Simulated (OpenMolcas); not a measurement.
Computed levels of 4d⁴ in ions with 40 electrons, in cm-1 above ⁵D₀.

- Program: OpenMolcas 26.06
- Method: CASSCF
- Basis: ANO-R2
- Scalar Hamiltonian: X2C, finite nucleus
- Spin-orbit coupling: RASSI with atomic mean-field integrals over the reference wave functions, term energies averaged over their components

Active space for each ion: 4 electrons in 5 orbitals (4d).

| Level | Tc3+ | Rh5+ | Pd6+ | Ag7+ |
| --- | --- | --- | --- | --- |
| ⁵D₁ | 320 | 622 | 880 | 1134 |
| ⁵D₂ | 895 | 1665 | 2281 | 2868 |
| ⁵D₃ | 1655 | 2969 | 3960 | 4890 |
| ⁵D₄ | 2551 | 4438 | 5798 | 7057 |
| ³H₄ | 18153 | 22377 | 24148 | 26213 |
| ³P₀(1) | 18353 | 21975 | 23307 | 25062 |
| ³H₅ | 18878 | 23806 | 26145 | 28744 |
| ³H₆ | 19548 | 24966 | 27629 | 30525 |
| ³P₁(1) | 20100 | 25072 | 27353 | 29976 |

Problem. Estimate ⁵D₄, ³H₄, ³P₀(1) for Ru4+ from its neighbours Tc3+ and Rh5+.

Solution. ⁵D₄ is fine structure, which grows about as the fourth power of a screened charge, so the fourth roots are averaged: ((2551^0.25 + 4438^0.25) / 2)^4 = 3397. The calculation gives 3418, so the estimate is off by -0.6 %.
³H₄ is another term, which grows about linearly with the charge: (18153 + 22377) / 2 = 20265. The calculation gives 20326, so the estimate is off by -0.3 %.
³P₀(1) is another term, which grows about linearly with the charge: (18353 + 21975) / 2 = 20164. The calculation gives 20250, so the estimate is off by -0.4 %.

Without dynamic correlation excited terms often stand tens of per cent too high (terms of higher spin than the ground term too low), and those without a measured partner can miss by more than the paired ones. Levels of configurations outside the active space are missing.

A number in round brackets counts repeated terms of one configuration in the order of the reference energies.
